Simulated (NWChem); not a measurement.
System: C₂H₆FGa; SMILES [CH3][Ga]([CH3])[F]

Program: NWChem. Pople sets run with spherical d functions. Geometry: optimised at PBE-D3(BJ)/def2-SVP. Vertical excitations in the gas phase.

Task: What does the run give for CAM-B3LYP/6-31G*, TDA? Quantities: lowest excitation, singlet (eV); oscillator strength of that lowest state; lowest state with f > 0.02, singlet (eV); oscillator strength of that bright state; orbital gap (eV).

Result: 
```
Item                                      Value
----------------------------------------  -----
lowest excitation, singlet (eV)            5.78
oscillator strength of that lowest state  0.000
lowest state with f > 0.02, singlet (eV)   7.35
oscillator strength of that bright state  0.334
orbital gap (eV)                           9.50
```
